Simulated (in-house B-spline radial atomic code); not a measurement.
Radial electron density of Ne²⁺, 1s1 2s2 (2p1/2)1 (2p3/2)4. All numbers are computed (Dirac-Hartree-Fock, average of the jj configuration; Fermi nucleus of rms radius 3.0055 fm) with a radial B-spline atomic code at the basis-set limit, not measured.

Columns: r (bohr), 4πr²n(r) (electrons per bohr), bar.

```
 0.00684   0.1858 #
 0.00798    0.247 #
 0.00931   0.3271 ##
  0.0109   0.4339 ##
  0.0127   0.5678 ###
  0.0148   0.7387 ####
  0.0172   0.9502 #####
  0.0201    1.224 ######
  0.0234    1.551 ########
  0.0273    1.951 ##########
  0.0318    2.418 ############
  0.0371    2.958 ###############
  0.0433    3.557 ##################
  0.0505    4.188 #####################
  0.0589    4.816 ########################
  0.0687    5.391 ###########################
  0.0801     5.85 #############################
  0.0934    6.131 ###############################
   0.109    6.186 ###############################
   0.127    6.001 ##############################
   0.148    5.619 ############################
   0.173    5.137 ##########################
   0.201    4.747 ########################
   0.235    4.611 #######################
   0.274    4.893 ########################
    0.32    5.635 ############################
   0.373    6.696 #################################
   0.435    7.812 #######################################
   0.507    8.622 ###########################################
   0.591    8.821 ############################################
   0.689    8.257 #########################################
   0.804    6.995 ###################################
   0.938    5.315 ###########################
    1.09    3.624 ##################
    1.28    2.091 ##########
    1.49    1.069 #####
    1.73   0.4702 ##
    2.02   0.1651 #
    2.36  0.04591 
    2.75  0.01008
```

On this grid the curve has 2 maxima, near 0.109, 0.591 bohr.

The 2p1/2 radial function P(r) = rR(r), positive near the nucleus, with its small component Q(r) (sign convention: Q ≈ (P' + κP/r)/2c):

```tsv
r (bohr)	P	Q
0.00587	0.001388	0.002399
0.00798	0.002494	0.003213
0.0109	0.004523	0.0043
0.0148	0.008096	0.005685
0.0201	0.01443	0.007449
0.0273	0.02555	0.00964
0.0371	0.04477	0.01227
0.0505	0.07745	0.01529
0.0687	0.131	0.01847
0.0934	0.215	0.02142
0.127	0.3396	0.02351
0.173	0.5113	0.02398
0.235	0.7185	0.02215
0.32	0.9309	0.01782
0.435	1.084	0.0118
0.591	1.108	0.005691
0.804	0.9667	0.001143
1.09	0.6963	-0.001037
1.49	0.385	-0.001312
2.02	0.1554	-0.0007392
2.75	0.03943	-0.0002274
```
